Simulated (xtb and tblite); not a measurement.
Relaxed torsion scan: C11H9NSe, SMILES [se]1c(ccc1)C=Cc1cccnc1. Scanned: dihedral C2–C1–C8–C9 and dihedral C1–C2–C3–Se7; all other coordinates were relaxed at GFN2-xTB. Points at φ and −φ are mirror images.

Atom numbering (GFN2-xTB optimised geometry, Å):
```
22

C      0.2083     0.4173    -0.3403
C     -0.7245    -0.5060    -0.0540
C     -2.1338    -0.2634    -0.0890
C     -3.1200    -1.1750     0.1954
C     -4.4401    -0.6931     0.0898
C     -4.5414     0.6106    -0.2802
Se    -2.8902     1.4031    -0.5467
C      1.6413     0.2419    -0.3250
C      2.4764     1.3168    -0.6525
C      3.8475     1.1493    -0.6380
C      4.3552    -0.0957    -0.2946
N      3.5849    -1.1252     0.0184
C      2.2786    -0.9625     0.0037
H     -0.1342     1.4128    -0.6164
H     -0.4419    -1.5119     0.2266
H     -2.8960    -2.1898     0.4799
H     -5.2996    -1.3117     0.2875
H     -5.4488     1.1702    -0.4180
H      2.0415     2.2718    -0.9149
H      4.5097     1.9643    -0.8870
H      5.4205    -0.2825    -0.2671
H      1.7067    -1.8415     0.2689
```

Method: GFN2-xTB run with xtb and tblite.

Energy in kcal/mol above the lowest grid point; x is the dihedral C2–C1–C8–C9 (°), y the dihedral C1–C2–C3–Se7 (°).

| y \ x | -150 | -120 | -90 | -60 | -30 | 0 | 30 | 60 | 90 | 120 | 150 | 180 |
|---|---|---|---|---|---|---|---|---|---|---|---|---|
| 180 | 2.0 | 4.1 | 5.9 | 4.1 | 1.9 | 1.4 | 1.9 | 4.1 | 5.9 | 4.1 | 2.0 | 1.6 |
| 150 | 2.9 | 4.9 | 6.6 | 4.9 | 2.7 | 2.3 | 2.8 | 4.8 | 6.6 | 4.9 | 2.8 | 2.4 |
| 120 | 5.5 | 7.3 | 8.9 | 7.3 | 5.3 | 5.0 | 5.3 | 7.2 | 8.8 | 7.2 | 5.3 | 5.1 |
| 90 | 7.4 | 9.0 | 10.5 | 9.1 | 7.4 | 7.1 | 7.3 | 9.0 | 10.5 | 9.1 | 7.4 | 7.1 |
| 60 | 5.1 | 7.0 | 8.6 | 7.0 | 5.2 | 4.8 | 5.1 | 7.1 | 8.6 | 7.0 | 5.2 | 4.8 |
| 30 | 1.8 | 4.0 | 5.7 | 3.9 | 1.9 | 1.4 | 1.8 | 4.0 | 5.7 | 3.9 | 1.8 | 1.3 |
| 0 | 0.5 | 2.7 | 4.5 | 2.8 | 0.6 | 0.1 | 0.6 | 2.8 | 4.5 | 2.7 | 0.5 | 0.0 |
| -30 | 1.8 | 3.9 | 5.7 | 4.0 | 1.8 | 1.4 | 1.9 | 3.9 | 5.7 | 4.0 | 1.8 | 1.3 |
| -60 | 5.2 | 7.0 | 8.6 | 7.1 | 5.1 | 4.8 | 5.2 | 7.0 | 8.6 | 7.0 | 5.1 | 4.8 |
| -90 | 7.4 | 9.1 | 10.5 | 9.0 | 7.3 | 7.1 | 7.4 | 9.1 | 10.5 | 9.0 | 7.4 | 7.1 |
| -120 | 5.3 | 7.2 | 8.8 | 7.2 | 5.3 | 5.0 | 5.3 | 7.3 | 8.9 | 7.3 | 5.5 | 5.1 |
| -150 | 2.8 | 4.9 | 6.6 | 4.8 | 2.8 | 2.3 | 2.7 | 4.9 | 6.6 | 4.9 | 2.9 | 2.4 |

Points that lie below all their neighbours on the grid: x = 180, y = 0 (0.0 kcal/mol); x = 0, y = 0 (0.1 kcal/mol); x = 0, y = 180 (1.4 kcal/mol); x = 180, y = 180 (1.6 kcal/mol). The lowest path on the grid from the first to the second passes x = -90, y = 0 at 4.5 kcal/mol.
